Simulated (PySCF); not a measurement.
FH3LiN, SMILES [NH3]->[Li][F] (connectivity only; charge and spin as stated), neutral, multiplicity 1.

The structure is a stationary point at B3LYP-D3(BJ)/def2-TZVP.

All values below come from PBE/def2-TZVPD in PySCF.

The molecule is in vacuum.

```
Quantity                                                                                                        Value
---------------------------------------------------------------------------------------------  ----------------------
total energy                                                                                       -163.89401 hartree
point group                                                                                                       C3v
highest occupied level                                                                                       -5.38 eV
lowest empty level                                                                                           -1.68 eV
orbital gap                                                                                                   3.70 eV
dipole moment                                                                                                  8.71 D
quadrupole, principal values (traceless, Buckingham form, about the centre of nuclear charge)   -7.75, 3.88, 3.88 D·Å
mean static polarisability                                                                       25.1 bohr³ (3.72 Å³)
polarisability, principal values                                                               23.8, 23.8, 27.8 bohr³
```
